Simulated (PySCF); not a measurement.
CoCl2: from structure and modes to constants

All numbers come from UPBE0/[Co def2-TZVP, Cl def2-TZVP], no relativity, density fitting, PySCF.

The quartet minimum has D∞h symmetry. Masses (u): Co 58.93320, Cl 34.96885.

```xyz
3
charge 0 multiplicity 4, angstrom
Co    0.0000    0.0000    0.0000
Cl    0.0000    0.0000    2.0894
Cl    0.0000    0.0000   -2.0894
```

Harmonic wavenumbers (cm⁻¹): 76.0 (πu, ×2), 353.2 (σg+, ×1), 508.6 (σu+, ×1).

Find the principal moments of inertia and the rotational constants. What kind of rotor is it?

About the centre of mass I = 305.32 u Å². With B = 16.8576/I this gives 0.05521 cm⁻¹. The molecule is linear.

What is the harmonic zero-point energy?

Half the sum of all 4 wavenumbers, 1014/2 = 507 cm⁻¹, which is 6.1 kJ/mol (1 cm⁻¹ = 0.0119627 kJ/mol).

Only a few start shapes were tried, so a lower isomer may exist. Other spin states or occupations of the open shell can lie lower.
